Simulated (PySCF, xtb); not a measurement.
Mg(Cl)(Et) (C₂H₅ClMg), SMILES C[CH2][Mg][Cl].

GFN2-xTB (xtb) at its own geometry gives an orbital gap of 2.51 eV and a dipole moment of 4.57 D.

Geometry optimised at TPSSh-D3(BJ)/def2-SVP. Other conformers were not sampled.

Task: What does PySCF with PBE0/def2-TZVPD give? (An estimate is asked for; the answer gives what the named calculation found.)

Result: gap 5.86 eV (levels -7.02 and -1.17 eV), dipole 2.45 D.
